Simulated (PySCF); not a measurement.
Compound: H6OP2Si2.
InChI=1S/H6OP2Si2/c1-5-2-4-3-5/h1-3,5H,4H2

Computed with TDDFT CAM-B3LYP/def2-SVPD, vertical, gas phase, core orbitals frozen in the response in PySCF 2.14.0, density-fitted response routines. Isolated species at its GFN2-xTB geometry (one conformer only).

For one non-degenerate pair of states in vacuum, A = 0.6670 f ν̃² s⁻¹ with ν̃ in cm⁻¹, τ = 1/A, |μ|² = 3f / (2ΔE) in atomic units, and the integrated cross-section is ∫σ dE = 109.76 f Mb·eV.

Only emission to the ground state at the vertical energy is counted.

Energies and rates of the computed singlets with f of 0.002 or more:

```tsv
state	λ (nm)	A (s⁻¹)
S1	260.9	4.23×10⁶
S2	244.9	4.03×10⁶
S4	207.2	5.29×10⁷
S5	198.7	2.34×10⁷
S6	196.8	5.08×10⁷
S7	195.6	3.66×10⁷
S8	189.5	3.13×10⁷
```

Question: Go back from the rates to the oscillator strengths and transition dipoles.

Answer: f = A / (0.6670 ν̃²), and |μ| follows from f:

| state | f | \|μ\| (D) | τ | main configurations (H = HOMO, L = LUMO) |
| --- | --- | --- | --- | --- |
| S1 | 0.0043 | 0.49 | 240 ns | H→L (89%) |
| S2 | 0.0036 | 0.43 | 250 ns | H→L+1 (46%), H→L+2 (44%) |
| S4 | 0.034 | 1.22 | 19 ns | H→L+3 (62%), H→L+4 (30%) |
| S5 | 0.014 | 0.77 | 43 ns | H-1→L (46%), H-1→L+1 (19%), H→L+4 (13%) |
| S6 | 0.029 | 1.11 | 20 ns | H-1→L (32%), H→L+4 (20%), H-1→L+1 (17%) |
| S7 | 0.021 | 0.93 | 27 ns | H-1→L+1 (51%), H→L+4 (22%) |
| S8 | 0.017 | 0.82 | 32 ns | H-1→L+2 (36%), H→L+6 (21%), H-2→L (21%) |

Question: Suppose S1 emitted 0.3 eV lower with the same transition dipole. How would A change?

Answer: At fixed |μ|, A goes as the cube of the energy: (4.45/4.75)³ = 0.82, which makes τ about 290 ns.

Question: What is the integrated cross-section of all computed states together?

Answer: Σf = 0.124 over S1 to S8, so 109.76 × Σf ≈ 13.6 Mb·eV.

Question: How much energy does a mole of photons resonant with S4 carry?

Answer: 5.984 eV × 96.485 = 577 kJ/mol (138 kcal/mol).

The run took 25 s on one thread, Arm Neoverse V1 (aarch64) (shared host), and the process peaked at 0.73 GiB of memory.

Without π bonds the low states are Rydberg-like; a valence basis with one diffuse set may place them up to an eV too high.
